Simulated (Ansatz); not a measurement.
```yaml
crystal:
  periodic: [false, false, false]
  atoms:
    - {symbol: Al, position_ang: [-0.017430, 0.028402, -0.834042]}
    - {symbol: O, position_ang: [-0.158045, 0.264021, 1.094406]}
    - {symbol: H, position_ang: [-0.610641, -0.499424, 1.483620]}
    - {symbol: H, position_ang: [0.725058, 0.315570, 1.489854]}
    - {symbol: F, position_ang: [1.649549, 0.017909, -0.855228]}
    - {symbol: F, position_ang: [-0.788670, 1.317571, -1.532852]}
    - {symbol: F, position_ang: [-0.799822, -1.444050, -0.845759]}
basis:
  gaussian: {orbitals: "6-31G*"}
total_charge: -1
magnetization: {spin_polarized: true, initial_magnetization: 1}
hamiltonian: {xc: {name: revPBE0}}
scf: {lower_state_search: light}
output: {forces: true}
```

```sh
$ ansatz run in.yaml --threads 4 --pin off --events-out ev --progress --plain --max-ram 3916MiB
```

Output, abridged:

```
Functional definition: revPBE0
  name "revPBE0"
  cite "Zhang & Yang, Phys. Rev. Lett. 80, 890 (1998) doi:10.1103/PhysRevLett.80.890"
  cite "Adamo & Barone, J. Chem. Phys. 110, 6158 (1999) doi:10.1063/1.478522"
  cite "Perdew, Burke & Ernzerhof, Phys. Rev. Lett. 77, 3865 (1996) doi:10.1103/PhysRevLett.77.3865"
  parameter a = 0.25
  parameter kappa = 1.245
  parameter beta = 0.06672455060314922
  exchange = (1 - a)*pbe_x(kappa = kappa, mu = beta*pi^2/3) + a*exact_x
  correlation = pbe_c(beta = beta)
729 factors; integrals over basis functions are off by at most 7.0e-4 eV
mean field evaluation 1: about -16823.3729 eV, gradient 2.0e1 eV
mean field evaluation 2: about -16822.8371 eV, gradient 2.7e1 eV
mean field evaluation 4: about -16824.9287 eV, gradient 4.7e-1 eV
mean field evaluation 8: about -16825.1209 eV, gradient 2.5e-1 eV
mean field evaluation 16: about -16825.1213 eV, gradient 5.2e-4 eV
mean field -16825.12131472 eV, -618.3118038392 hartree, gradient 4.0e-5 eV, S^2 0.751315; 0 other end points of the search recorded, 0 dependent functions left out
the calculation of the forces begins
reference -16825.12135949 eV, -618.3118054842 hartree; 26, 25 occupied and 57, 58 virtual orbitals, 729 factors
Total energy: -16825.12135949 eV, -618.3118054842 hartree
Atom 0 at    -0.017430     0.028402    -0.834042 Å, force     0.117292    -0.179507     1.640987 eV/Å
Atom 1 at    -0.158045     0.264021     1.094406 Å, force    -1.253622     2.033362    -1.424753 eV/Å
Atom 2 at    -0.610641    -0.499424     1.483620 Å, force    -1.017358    -1.821044     0.869429 eV/Å
Atom 3 at     0.725058     0.315570     1.489854 Å, force     2.099904     0.068820     0.880663 eV/Å
Atom 4 at     1.649549     0.017909    -0.855228 Å, force     0.730669    -0.045794    -0.620381 eV/Å
Atom 5 at    -0.788670     1.317571    -1.532852 Å, force    -0.367200     0.609282    -0.725317 eV/Å
Atom 6 at    -0.799822    -1.444050    -0.845759 Å, force    -0.309685    -0.665120    -0.620629 eV/Å
Dipole moment:     0.005386    -0.014239     0.087532 e Å
```

Hardware: 4 threads of Arm Neoverse V2 on a shared host. Wall time 1.9 s.

The 6-31G sets use Cartesian d functions. The highest occupied level of an anion often lies above zero with these methods, and sets without diffuse functions describe the outer electron poorly.

The dipole of an ion depends on the origin.
